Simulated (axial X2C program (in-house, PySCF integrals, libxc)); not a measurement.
**Working with the constants of BaPd⁺**

A bond curve at the PBE0 level, with spin–orbit coupling, was computed with an in-house relativistic program for diatomic molecules (basis Ba dyall-v2z [12s13p8d], Pd dyall-v2z [10s10p7d2f] (cores contracted in-house)) for the state Ω = 1/2 (⟨Sz⟩ = 0.50, ⟨Lz⟩ = 0.00 at PBE0). Its fit gives Re = 2.6097 Å, ωe = 169.9 cm⁻¹, ωexe = 0.301 cm⁻¹ and αe = 1.334e-04 cm⁻¹; the masses are 137.9052 and 105.9035 u. Two-component means X2C with spin–orbit coupling and atomic mean-field Coulomb and Gaunt terms.

(1) Find the reduced mass, Be and the force constant.

(2) Where do the fundamental and the first overtone lie?

(3) A Morse curve ties αe to the other constants (Pekeris). How well does that hold?

(4) Estimate the centrifugal constant by the Kratzer relation.

(5) Estimate De from a Morse curve and compare with the computed well depth of 2.225 eV to Ba+ + Pd.

One determinant describes the state; a PBE0 search over occupations chose it and may have missed a lower one. De is counted from the lowest determinant-based energies of the atoms at the same level, without counterpoise correction. Density functionals use the spin component along the axis (collinear).

## Answers

(1) From the PBE0 values: μ = 59.9021 u. Be = 16.8576/(μ Re²) = 0.04132 cm⁻¹. k = 5.8918×10⁻⁷ μ ωe² = 1.02 mdyn/Å.

(2) ν(1←0) = ωe − 2ωexe = 169.3 cm⁻¹; ν(2←0) = 2ωe − 6ωexe = 338.0 cm⁻¹.

(3) αe(Morse) = 6Be²/ωe × (√(ωexe/Be) − 1) = 1.024e-04 cm⁻¹; the PBE0 curve gives 1.334e-04 cm⁻¹, a ratio of 0.77.

(4) D = 4Be³/ωe² = 9.78e-09 cm⁻¹.

(5) De(Morse) = ωe²/(4ωexe) = 2.973 eV against 2.225 eV computed, a ratio of 1.34. The extrapolation overshoots: the well softens faster than a Morse curve, or the lowest atomic limit lies below the one to which the curve heads.
